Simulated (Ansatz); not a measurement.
ClH6MgNSi2 (`[SiH3][N]([SiH3])[Mg][Cl]`), relaxed with RKS PBE0-D4/def2-TZVP in Ansatz from a PBE-D4/def2-SVP geometry. The force threshold is 0.005 eV/Å; the program also tests the step.

The species carries charge 0 and has multiplicity 1.

Start:

```xyz
11

Si   -0.449    1.463   -0.693
N    -0.131   -0.096    0.034
Si    1.469   -0.681    0.430
Mg   -1.629   -1.248    0.419
Cl   -3.343   -2.564    0.856
H     0.180    1.628   -2.057
H    -1.953    1.572   -0.859
H     0.004    2.624    0.159
H     2.372   -0.818   -0.772
H     1.292   -2.060    1.040
H     2.189    0.180    1.441
```

```
step  energy (eV)  largest force (eV/Å)  largest move (Å)
   1  -35300.0899                 0.481             0.000
   2  -35300.1439                 0.380             0.041
   3  -35300.1547                 0.052             0.026
   4  -35300.1550                 0.027             0.004
   5  -35300.1555                 0.014             0.014
   6  -35300.1558                 0.007             0.017
   7  -35300.1558                 0.001             0.004
```

End:

```xyz
11

Si   -0.449    1.445   -0.685
N    -0.100   -0.074    0.024
Si    1.451   -0.677    0.426
Mg   -1.583   -1.211    0.408
Cl   -3.274   -2.506    0.844
H     0.156    1.622   -2.036
H    -1.939    1.518   -0.842
H    -0.026    2.603    0.153
H     2.353   -0.831   -0.750
H     1.243   -2.039    1.020
H     2.168    0.151    1.437
```

It took 27 s on 4 threads of an Arm Neoverse V2 on a shared host, with 0.68 GiB of host memory at the peak.
